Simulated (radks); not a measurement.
Question: Bi II, configuration [Hg] 6p2 (the NIST ground configuration). All-electron calculation, Dirac Kohn-Sham, OLYP, spin-unpolarised, spherical densities, finite nucleus; open shells fill j = l - 1/2 first; Fermi nuclear charge, rms radius 5.5211 fm. Program: a radial shooting solver on a logarithmic mesh with Libxc functionals. Some entries of the table are withheld. Estimate them.

| orbital | occ. | eigenvalue (Ry) | <1/r> (bohr^-1) |
|---|---|---|---|
| 1s1/2 | 2 | (1) | (2) |
| 2s1/2 | 2 | (3) | 25.57 |
| 2p1/2 | 2 | (4) | 25.54 |
| 2p3/2 | 4 | (5) | 20.24 |
| 3s1/2 | 2 | -288.8167 | 9.375 |
| 3p1/2 | 2 | -267.8134 | 9.291 |
| 3p3/2 | 4 | -229.6406 | 7.904 |
| 3d3/2 | 4 | (6) | 7.807 |
| 3d5/2 | 6 | (7) | 7.500 |
| 4s1/2 | 2 | -66.70794 | 3.989 |
| 4p1/2 | 2 | -57.55115 | 3.881 |
| 4p3/2 | 4 | -48.13091 | 3.400 |
| 4d3/2 | 4 | -33.19091 | 3.207 |
| 4d5/2 | 6 | -31.42967 | 3.099 |
| 5s1/2 | 2 | -12.10338 | 1.670 |
| 4f5/2 | 6 | -12.01476 | 2.771 |
| 4f7/2 | 8 | -11.60908 | 2.730 |
| 5p1/2 | 2 | -8.92139 | 1.550 |
| 5p3/2 | 4 | -7.10281 | 1.373 |
| 5d3/2 | 4 | -2.65719 | 1.093 |
| 5d5/2 | 6 | -2.43469 | 1.052 |
| 6s1/2 | 2 | -1.55516 | (8) |
| 6p1/2 | 2 | -0.90439 | 0.4913 |
| 6p3/2 | 0 | -0.73909 | 0.4260 |

Answer: 
(1) 1s1/2 eigenvalue (Ry): -6648.008
(2) 1s1/2 <1/r> (bohr^-1): 103.2
(3) 2s1/2 eigenvalue (Ry): -1194.516
(4) 2p1/2 eigenvalue (Ry): -1148.316
(5) 2p3/2 eigenvalue (Ry): -977.8854
(6) 3d3/2 eigenvalue (Ry): -195.0508
(7) 3d5/2 eigenvalue (Ry): -186.9461
(8) 6s1/2 <1/r> (bohr^-1): 0.6064
